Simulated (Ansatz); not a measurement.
```yaml
crystal:
  periodic: [false, false, false]
  atoms:
    - {symbol: Li, position_ang: [-1.339398, 1.162951, -0.228416]}
    - {symbol: Li, position_ang: [1.498606, 0.060182, 0.974338]}
    - {symbol: Sn, position_ang: [-0.159208, -1.223133, -0.745912]}
basis:
  gaussian: {orbitals: def2-SVP}
total_charge: -2
hamiltonian: {xc: {name: LC-wPBE}}
accuracy: high
scf: {omitted_lower_state_checks: [starts]}
output: {forces: true}
```

```sh
$ ansatz run in.yaml --threads 4 --pin off --events-out ev --progress --plain --max-ram 3916MiB
```

It prints (some lines left out):

```
Functional definition: LC-wPBE
1128 factors; integrals over basis functions are off by at most 2.9e-9 eV
468 factors; integrals over basis functions are off by at most 2.4e-9 eV
mean field evaluation 1: about -6231.1647 eV, gradient 2.9e1 eV
mean field evaluation 2: about -6222.0566 eV, gradient 4.9e1 eV
mean field evaluation 4: about -6236.7098 eV, gradient 1.2e0 eV
mean field evaluation 8: about -6236.6690 eV, gradient 7.4e-2 eV
mean field evaluation 16: about -6236.6672 eV, gradient 2.3e-4 eV
mean field evaluation 32: about -6236.6672 eV, gradient 4.0e-7 eV
mean field -6236.66719051 eV, -229.1932918865 hartree, gradient 3.6e-8 eV, S^2 0.000000; 0 other end points of the search recorded, 0 dependent functions left out
reference -6236.66719051 eV, -229.1932918865 hartree; 15, 15 occupied and 29, 29 virtual orbitals, 1128 factors
Total energy: -6236.66719051 eV, -229.1932918865 hartree
Atom 0 at    -1.339398     1.162951    -0.228416 Å, force     0.028441     0.172185     0.108797 eV/Å
Atom 1 at     1.498606     0.060182     0.974338 Å, force     0.016822     0.176534     0.103786 eV/Å
Atom 2 at    -0.159208    -1.223133    -0.745912 Å, force    -0.045263    -0.348719    -0.212583 eV/Å
Dipole moment:    -0.300076    -2.304919    -1.405668 e Å
Checks for a lower state left out: starts
```

Run time 2.1 s (4 threads of Arm Neoverse V1 on a shared host).

In the def2 sets Sn takes a core potential; there is no spin–orbit coupling. LC-ωPBE has ω = 0.4 bohr⁻¹. A multiply charged anion in the gas phase is held together partly by the finite basis. The highest occupied level of an anion often lies above zero with these methods, and sets without diffuse functions describe the outer electron poorly.

The dipole of an ion depends on the origin.
